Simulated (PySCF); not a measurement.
From computed data to an observable: entropy of an ideal gas

F5Te, SMILES F[Te](F)(F)(F)F, multiplicity 2.

Geometry: B3LYP-D3(BJ)/def2-SVP. The isomer is the one that the SMILES or the coordinates give; other isomers of the formula were not compared. The def2 effective core potentials stand for the cores of Te; spin–orbit coupling is left out.

B3LYP-D3(BJ)/def2-SVP run with PySCF gives the harmonic wavenumbers 115, 180, 180, 219, 244, 261, 261, 581, 583, 606, 606, 693 cm⁻¹ and the rotational temperatures 0.1180, 0.1180, 0.0847 K. The molar mass is 222.59 g/mol, the symmetry number 4, the spin multiplicity 2.

### Question
Work out the entropy at 298.15 K and 1 atm in the rigid-rotor, harmonic-oscillator model.

### Answer

Translation (Sackur–Tetrode at 1 atm): S = R[1.5 ln M + 2.5 ln T − 1.16487] = 176.2 J/(mol K).
Rotation: q = (√π/σ) T^1.5/√(θA θB θC) = 66400, S = R[ln q + 3/2] = 104.8 J/(mol K).
Vibration: with u = 1.4388 ν/T, each mode gives R[u/(e^u − 1) − ln(1 − e^−u)]:
```csv
ν (cm⁻¹),modes,u,S (J/(mol K))
115,1,0.55,13.32
180,2,0.87,19.48
219,1,1.06,8.23
244,1,1.18,7.42
261,2,1.26,13.85
581,1,2.80,2.02
583,1,2.81,2.01
606,2,2.92,3.68
693,1,3.34,1.32
```
These are all the modes. Sum 71.3 J/(mol K).
Spin: R ln 2 = 5.8 J/(mol K).
Total 358.0 J/(mol K); the program's own thermochemistry gives 358.1. Translation makes up 49 % and vibration 20 %. Anharmonicity, hindered rotation and orbital degeneracy are left out.
